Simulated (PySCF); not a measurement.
SMILES CB(C)CC[SiH2]N, singlet, GFN2-xTB optimised geometry.

```
21

Si    -2.75    -0.19     0.00
N     -3.24    -1.13     1.36
C     -0.85    -0.19     0.00
C     -0.26     0.47    -1.25
B      1.31     0.58    -1.36
C      2.25     0.15    -0.16
C      1.96     1.13    -2.69
H     -3.23     1.21     0.00
H     -3.31    -0.88    -1.16
H     -2.79    -0.98     2.25
H     -4.22    -1.28     1.50
H     -0.48     0.33     0.88
H     -0.48    -1.21     0.07
H     -0.67     1.49    -1.34
H     -0.65    -0.05    -2.13
H      2.05    -0.88     0.14
H      3.31     0.23    -0.38
H      2.04     0.76     0.72
H      2.55     0.35    -3.16
H      2.65     1.95    -2.48
H      1.24     1.48    -3.42
```

Density from PySCF with B3LYP/def2-SVP at that geometry.

Minimum of the electron density along straight lines between bonded atoms, close to the bond critical point (lines longer than 1.1 times the sum of covalent radii, or with two minima, are not listed):

| bond | length / Å | ρ at the minimum / e bohr⁻³ | ∇²ρ there / e bohr⁻⁵ | position (fraction from the first atom) |
|---|---|---|---|---|
| Si1–N2 | 1.726 | 0.122 | [?] | 0.40 |
| Si1–C3 | 1.897 | 0.115 | 0.32 | 0.38 |
| C3–C4 | 1.532 | [?] | -0.52 | 0.50 |
| C4–B5 | 1.582 | 0.181 | [?] | 0.68 |
| B5–C6 | 1.577 | 0.180 | -0.13 | 0.32 |
| B5–C7 | 1.579 | 0.180 | -0.13 | 0.32 |
| Si1–H8 | 1.477 | 0.115 | 0.32 | 0.49 |
| Si1–H9 | 1.466 | 0.117 | 0.34 | 0.49 |
| N2–H10 | 1.007 | 0.332 | -1.52 | 0.76 |
| N2–H11 | 1.007 | 0.332 | -1.52 | 0.76 |
| C3–H12 | 1.092 | 0.271 | -0.94 | 0.62 |
| C3–H13 | 1.091 | 0.272 | -0.96 | 0.62 |
| C4–H14 | 1.096 | 0.267 | -0.91 | 0.62 |
| C4–H15 | 1.095 | 0.268 | -0.93 | 0.62 |
| C6–H16 | 1.089 | 0.269 | -0.94 | 0.62 |
| C6–H17 | 1.088 | 0.274 | -0.98 | 0.62 |
| C6–H18 | 1.090 | 0.267 | -0.93 | 0.62 |
| C7–H19 | 1.090 | 0.267 | -0.93 | 0.62 |
| C7–H20 | 1.089 | 0.269 | -0.94 | 0.62 |
| C7–H21 | 1.088 | 0.274 | -0.98 | 0.62 |

What belongs in the gaps?


- Si1–N2, ∇²ρ there / e bohr⁻⁵: 0.74
- C3–C4, ρ at the minimum / e bohr⁻³: 0.237
- C4–B5, ∇²ρ there / e bohr⁻⁵: -0.17
